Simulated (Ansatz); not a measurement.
```xyz
3

N     0.0004    0.4374   -0.3870
H     0.0035    1.3105    0.2261
O     0.0044   -0.5300    0.3151
```

Basis set: 6-31G* (spherical functions). Correlated methods keep 2 orbitals frozen. Charge 0, multiplicity 1.

Computed with Ansatz (development build ahead of 0.2.0); each method stands on the lowest determinant of its kind that the runs found. Restricted open shells among the atoms or ions are ROHF, correlated in semicanonical orbitals with singles.

The atomization energy at this shape (free ground-state atoms in the same class of orbitals less the molecule, no zero-point energy) of singlet HNO:

```csv
method,atomization energy
RHF-MP2,7.78 eV
```

(1) What does RHF give?

## Answers

(1) 3.39 eV.
